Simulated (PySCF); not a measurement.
Work out the structure from these simulated measurements.

Formula: C4H8O3.

* Triplet: lowest triplet excitation (Tamm–Dancoff): 5.35 eV [TDA PBE0/def2-SVPD]
* 13C NMR: chemical shifts (computed TMS as zero) by class: 175.2 (1 C), 97.9 (1 C), 59.1 (1 C), 23.0 (1 C) ppm [GIAO PBE0/pcSseg-1]
* 1H NMR: chemical shifts (computed TMS as zero) by class: 5.45 (2 H), 3.64 (3 H), 2.07 (3 H) ppm [GIAO PBE0/pcSseg-1]
* UV, strongest line: among the 6 lowest singlet transitions: S5 at 8.01 eV (155 nm, f = 0.122) [TDDFT PBE0/def2-SVPD]
* Dipole: 2.38 D [PBE0/def2-SVPD]
* UV, first state: lowest singlet excitation: 5.91 eV (210 nm, f = 0.001) [TDDFT PBE0/def2-SVPD]
* NMR, other nuclei: isotropic shieldings of nuclei other than C and H, by class: -124 (1 O), 104 (1 O), 294 (1 O) ppm [GIAO PBE0/pcSseg-1]
* Rotational structure: rotational constants A, B, C: 6.338, 1.415, 1.240 GHz [GFN2-xTB]
* Polarisability: 61.7 au [PBE0/def2-SVPD]

The electronic properties come from PySCF, for the isolated species, density fitting. Levels stand in brackets. One conformer (not necessarily the lowest) at the GFN2-xTB geometry, without solvent, vibrations or thermal averaging. NMR classes are plain means over equivalent atoms (diastereotopic ones count apart unless rotation or inversion swaps them), as if these changed places fast.

Task: Propose a structure and show how it fits.

Result: Numbering: `[CH3:1][O:2][CH2:3][O:4][C:5]([CH3:6])=[O:7]`. Its formula, C4H8O3, gives 1 degree of unsaturation: 0 rings and 1 π bond in the structure found. 4 carbons fall into 4 classes; from least to most shielded: ester carbonyl carbon [C5] (175.2 ppm), sp3 carbon bearing two oxygens [C3] (97.9 ppm), methoxy carbon [C1] (59.1 ppm), methyl carbon next to a carbonyl [C6] (23.0 ppm). Hydrogen classes from least to most shielded: 2 H on an sp3 carbon bearing two oxygens, C3 (5.45 ppm), 3 H on a methoxy carbon, C1 (3.64 ppm, a mean of values up to 0.7 ppm apart in this geometry), 3 H on a methyl carbon next to a carbonyl, C6 (2.07 ppm, a mean of values up to 0.5 ppm apart in this geometry). The other shieldings belong to: -124 ppm, ester carbonyl oxygen [O7]; 104 ppm, ester single-bonded oxygen [O4]; 294 ppm, ether oxygen [O2]. The optimised geometry has point group C1 and is an asymmetric top. Structure: `COCOC(=O)C` (methoxymethyl acetate). Computed isomers that give other values at the same levels: `CO[C@H](C)C(=O)O` (rotational constant A: 3.604 GHz; this holds for the one conformer computed); `CCOC(=O)OC` (13C chemical shifts (computed TMS as zero) by class: 163.5 (1 C), 66.3 (1 C), 55.4 (1 C), 16.4 (1 C) ppm); `CC1OCOCO1` (13C chemical shifts (computed TMS as zero) by class: 102.7 (1 C), 96.2 (2 C), 23.6 (1 C) ppm). The assignments are read from this structure; whether some other isomer fits the data as well wasn't checked.

The values belong to the conformer `[CH3:1][O:2][CH2:3][O:4][C:5]([CH3:6])=[O:7]`: C1–O2–C3–O4 -69°, O2–C3–O4–C5 -178°, C3–O4–C5–C6 179°.
